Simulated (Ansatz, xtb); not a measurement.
## Relaxing a trial structure of CH2GeO

The starting geometry of this gas-phase singlet was built from a drawn formula by distance geometry and a force field; its bonds are those of `[CH]1=[Ge-][OH+]1`.

```xyz
5

C    -0.5071   -0.8137    0.6027
Ge    0.5573   -1.7866    1.6203
O    -1.1965   -2.0314    0.7460
H    -0.5122    0.1636    0.1953
H    -1.9869   -2.6450    0.4836
```

**Question.** Predict what it relaxes into with r2SCAN-D4/def2-SVP.

**Answer.** A bond breaks, leaving `O[CH]=[Ge]`. Contacts that open: Ge2–O3 (1.97 → 2.97 Å).

The energy falls by 2.13 eV over 18 steps:

```json
{"step": "1", "E − E(last) (eV)": "2.130"}
{"step": "3", "E − E(last) (eV)": "0.701"}
{"step": "5", "E − E(last) (eV)": "0.332"}
{"step": "7", "E − E(last) (eV)": "0.188"}
{"step": "9", "E − E(last) (eV)": "0.183"}
{"step": "10", "E − E(last) (eV)": "0.179"}
{"step": "12", "E − E(last) (eV)": "0.139"}
{"step": "14", "E − E(last) (eV)": "0.056"}
{"step": "16", "E − E(last) (eV)": "0.005"}
{"step": "18", "E − E(last) (eV)": "0.000"}
```

Final geometry (Å):

```xyz
5

C    -0.4808   -1.3466    0.8280
Ge    1.1146   -1.2561    1.7213
O    -1.5283   -2.2042    0.7660
H    -0.5606   -0.4405    0.1834
H    -2.1904   -1.8657    0.1493
```

From the same start GFN2-xTB reaches the same bonding as this run.

No frequencies were run, so the end isn't proven a minimum. Run with Ansatz 0.2.0, 44 s on 2 threads of Intel(R) Xeon(R) Processor @ 2.50GHz (Skylake/Cascade Lake), with other jobs on the host.
